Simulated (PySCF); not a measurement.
C7H6FN.
Cartesian coordinates in Å at the GFN2-xTB level; atoms count from 1:
```
atom  x, y, z in Å
C1    -1.3883   -1.4000    0.5263
C2    -1.1373   -0.2507   -0.0895
C3     0.1307    0.4687   -0.0461
C4     0.1665    1.8174   -0.1628
C5    -0.9813    2.6001   -0.3447
N6    -1.9116    3.2552   -0.5008
C7     1.3858   -0.2616    0.1205
C8     1.6505   -1.5104   -0.2414
F9     2.3874    0.4818    0.6513
H10   -0.6474   -1.9149    1.1147
H11   -2.3645   -1.8509    0.4822
H12   -1.9315    0.2628   -0.6167
H13    1.1010    2.3609   -0.1130
H14    0.9035   -2.1250   -0.7044
H15    2.6321   -1.9252   -0.0976
```

Level of theory: TDDFT PBE0/def2-SVPD, vertical, gas phase, core orbitals frozen in the response (PySCF 2.14.0, density-fitted response routines).

Ground-to-excited transition dipoles (e·a0, same axes as the geometry; the sign carries no meaning), for the states with f of 0.002 or more among the lowest 7:

```csv
state,E (hartree),μx,μy,μz
S1,0.1678,-0.525,1.988,-0.189
S2,0.1842,-0.441,-0.319,0.176
S3,0.2066,-0.506,0.086,0.222
S4,0.2097,0.633,0.006,-0.241
S5,0.2297,0.429,-0.532,0.031
S6,0.2412,0.027,0.161,-0.092
S7,0.2425,-0.126,0.174,0.101
```

Q: What oscillator strength does each state have?

A: f = (2/3) ΔE |μ|² with ΔE in hartree (27.2114 eV).

```csv
state,|μ|² (au),|μ| (D),f
S1,4.265,5.25,0.477
S2,0.327,1.45,0.040
S3,0.312,1.42,0.043
S4,0.459,1.72,0.064
S5,0.467,1.74,0.072
S6,0.035,0.48,0.006
S7,0.056,0.60,0.009
```

Q: Which bond between heavy atoms lies closest to the direction of the S1 transition dipole?

A: C3–C4, at 16° from it; next C7–C8 at 21°.

Q: What angle do the transition dipoles of S2 and S4 make?

A: |cos θ| = |μa·μb| / (|μa| |μb|) = 0.84, so θ ≈ 33° (taken between 0 and 90°, since the signs are arbitrary).

Q: How is the summed strength of these states shared among x, y and z?

A: (2/3) Σ ΔE μα² gives 0.177 for x, 0.508 for y and 0.026 for z, 0.711 in all.

Q: What peak molar absorption coefficient would the strongest computed level give as a lone Gaussian band 0.5 eV wide at half height?

A: ε(max) = 2.175×10⁸ f / FWHM, with the width in cm⁻¹. S1: 2.175×10⁸ × 0.4770 / 4033 ≈ 26000 L mol⁻¹ cm⁻¹.

The run took 44 s of wall time on one thread, Arm Neoverse V2 (shared host).

One conformer stands for the species.
